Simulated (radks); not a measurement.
Values are calculated unless marked as measured or tabulated.
Excited configurations of Eu+: one electron is placed in a higher orbital outside [Xe] 4f7. The ground configuration is [Xe] 4f7 6s1. Code: a radial shooting solver on a logarithmic mesh with Libxc functionals. Model: scalar-relativistic Kohn-Sham, BLYP, spin-polarised, spherical densities, finite nucleus; open shells are filled with parallel spins first (spin-orbit coupling, left out, can overturn this in heavy ions); Fermi nuclear charge, rms radius 5.1115 fm. Excitation = E - E(ground); binding = E(ion) - E, where the ion is the core of charge +2; n* = 2/sqrt(2 binding) in atomic units, and the quantum defect is n - n*.

| outer orbital | excitation (eV) | binding (eV) | n* | eigenvalue (eV) | <r> (bohr) |
|---|---|---|---|---|---|
| 5d | 1.594 | 9.965 | 2.337 | -6.279 | 2.932 |
| 5f | 8.069 | 3.490 | 3.949 | -2.445 | 8.600 |
| 6p | 3.347 | 8.212 | 2.574 | -6.158 | 4.766 |
| 6d | 6.828 | 4.731 | 3.392 | -3.548 | 7.476 |
| 7p | 7.097 | 4.463 | 3.492 | -3.463 | 9.140 |
| 7d | 8.599 | 2.960 | 4.288 | -2.276 | 12.95 |

The Delta-SCF ionisation energy is 11.559 eV (NIST Atomic Spectra Database: 11.24 eV, semi-empirical). Self-interaction in the functional shifts the binding energies and quantum defects, so they are the method's values and not measured ones. Open shells are spherical and high-spin; term and fine-structure splittings are not resolved. Spin-orbit splitting is averaged out at the scalar-relativistic level.
